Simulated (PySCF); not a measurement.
Compound: C7H7NO2.
Bonds: C1–C2, C2–O3 (double), C2–O4, O4–C5, C5–C6 (aromatic), C6–C7 (aromatic), C7–N8 (aromatic), N8–C9 (aromatic), C9–C10 (aromatic), C5–C10 (aromatic). Hydrogens: H11, H12, H13 on C1; H14 on C6; H15 on C7; H16 on C9; H17 on C10.

Level: PBE0/pcSseg-1 and CAM-B3LYP/def2-SVPD in PySCF, non-relativistic, on one gas-phase PBE0-D3(BJ)/def2-SVP geometry that isn't relaxed in the solvent. The solvent is an IEF-PCM continuum (Bondi radii, 1.10 Å for H, scaled by 1.2). Only the electrostatic response of the medium enters.

Gas phase at PBE0/pcSseg-1: HOMO -7.51 eV, LUMO -1.05 eV, dipole 3.43 D.

Q: What does the continuum do to the energy, the frontier levels and the dipole at PBE0/pcSseg-1 in chloroform, dichloromethane and methanol?

A: 
```
        solvent      ε  E(solvent) − E(gas) (kJ/mol)  polarisation term (kJ/mol)  distortion of the solute (kJ/mol)  HOMO (eV)  LUMO (eV)  dipole (D)
     chloroform  4.711                        -21.56                      -23.90                               2.34      -7.69      -1.06        4.16
dichloromethane   8.93                        -25.76                      -29.13                               3.37      -7.73      -1.07        4.31
       methanol  32.61                        -29.55                      -34.06                               4.51      -7.77      -1.07        4.45
```

The polarisation term is half the interaction of the solute with the surface charges that it induces; the rest is the cost of distorting the solute's density. The sum is the electrostatic part of solvation alone. From chloroform to methanol the lowering changes by a factor 1.37, Onsager's factor (ε − 1)/(2ε + 1) by 1.34 and ε itself by 6.9.

Q: Which radius a makes the point-dipole formula ΔE = −[(ε − 1)/(2ε + 1)]·μ²/a³ give the value in methanol, with the gas-phase dipole?

A: μ = 1.349 au and |ΔE| = 0.01126 Eh give a = 2.25 Å; the farthest nucleus lies 4.07 Å from the centroid of the nuclei, so such a sphere wouldn't even hold the nuclei. The formula assumes a rigid point dipole at the centre of a sphere.

Q: Which Mulliken charges (PBE0/pcSseg-1) respond most in chloroform (means over atoms taken as equivalent)?

A: 
```tsv
atoms	environment	gas (e)	solvent (e)	change
N8	pyridine-type nitrogen	-0.410	-0.450	-0.040
O3	ester carbonyl oxygen	-0.391	-0.420	-0.029
H15/H16	aromatic hydrogen	+0.115	+0.128	+0.013
C2	ester carbonyl carbon	+0.394	+0.404	+0.010
H11/H12/H13	methyl hydrogen	+0.152	+0.161	+0.009
H14/H17	aromatic hydrogen	+0.127	+0.134	+0.007
```

Q: How do the nuclear quadrupole coupling constants eQVzz/h respond in chloroform?

A: 
| nucleus | Q (barn) | gas (MHz) | solvent (MHz) | η gas | η solvent |
| --- | --- | --- | --- | --- | --- |
| 17O at O3 | -0.0256 | 10.20 | 10.05 | 0.25 | 0.21 |
| 17O at O4 | -0.0256 | -10.49 | -10.49 | 0.12 | 0.12 |
| 14N at N8 | 0.02044 | -5.33 | -5.16 | 0.32 | 0.30 |

Gas phase at CAM-B3LYP/def2-SVPD: HOMO -8.96 eV, LUMO -0.02 eV, dipole 3.48 D.

Q: What does the continuum do to the energy, the frontier levels and the dipole at CAM-B3LYP/def2-SVPD in chloroform and dichloromethane?

A: 
```csv
solvent,ε,E(solvent) − E(gas) (kJ/mol),polarisation term (kJ/mol),distortion of the solute (kJ/mol),HOMO (eV),LUMO (eV),dipole (D)
chloroform,4.711,-21.63,-24.36,2.73,-9.02,-0.01,4.29
dichloromethane,8.93,-25.90,-29.90,4.00,-9.03,-0.02,4.46
```

The atom shares or the degeneracy of the HOMO differ from the gas phase in chloroform and dichloromethane, so that column needn't follow one orbital.

Q: How does the static polarisability (CAM-B3LYP/def2-SVPD, frozen core, with the continuum's full static response) change?

A: 
```json
{"medium": "gas", "isotropic (au)": "93.8", "principal values (au)": "57.5, 100.4, 123.4", "⟨r²⟩ of the electrons (bohr²)": "1612.9"}
{"medium": "chloroform", "isotropic (au)": "116.3", "principal values (au)": "70.4, 128.8, 149.7", "⟨r²⟩ of the electrons (bohr²)": "1613.0"}
{"medium": "dichloromethane", "isotropic (au)": "121.6", "principal values (au)": "74.2, 135.5, 155.1", "⟨r²⟩ of the electrons (bohr²)": "1613.1"}
```

The isotropic value in dichloromethane is 1.30 times the gas-phase one; no cavity-field correction is applied. ⟨r²⟩ is taken about the centre of nuclear charge.

The run took 50 s of wall time on one thread of an Arm Neoverse N1 (shared host), and the process peaked at 1.1 GiB of memory. This is the whole shielding run at PBE0/pcSseg-1 in methanol, SCF included.

Conformer computed: `[CH3:1][C:2](=[O:3])[O:4][c:5]1[cH:6][cH:7][n:8][cH:9][cH:10]1`: C1–C2–O4–C5 177°, C2–O4–C5–C6 1°.
